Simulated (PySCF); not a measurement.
Krypton: a sound run and one with changed settings

Sound run: Kr [Kr], Kr⁺ [Ar] 3d10 4s2 4p5. All numbers are calculated (PySCF 2.14, the spin-free X2C one-electron Hamiltonian (Gaussian nucleus), in aug-cc-pVDZ-DK (6s5p3d, 36 functions)). In the sound run the correlated levels freeze [Ar] 3d10. The sound run starts from symmetry-adapted Hartree-Fock orbitals and uses a fine grid where one is needed.

Changed run: initial guess minao, at most 50 SCF cycles.

```json
{"species": "Kr", "method": "UHF", "sound run (hartree)": "-2788.05464", "changed run (hartree)": "-2788.05464", "converged": "yes"}
{"species": "Kr", "method": "TPSS", "sound run (hartree)": "-2789.80578", "changed run (hartree)": "-2789.80578", "converged": "yes"}
{"species": "Kr", "method": "CCSD(T)", "sound run (hartree)": "-2788.19429", "changed run (hartree)": "-2788.19429", "converged": "yes"}
{"species": "Kr⁺", "method": "PBE0", "sound run (hartree)": "-2789.08742", "changed run (hartree)": "-2789.08742", "converged": "yes"}
{"species": "Kr⁺", "method": "MP2", "sound run (hartree)": "-2787.66800", "changed run (hartree)": "-2787.66800", "converged": "yes"}
```

Here the plain start reaches the same solutions.
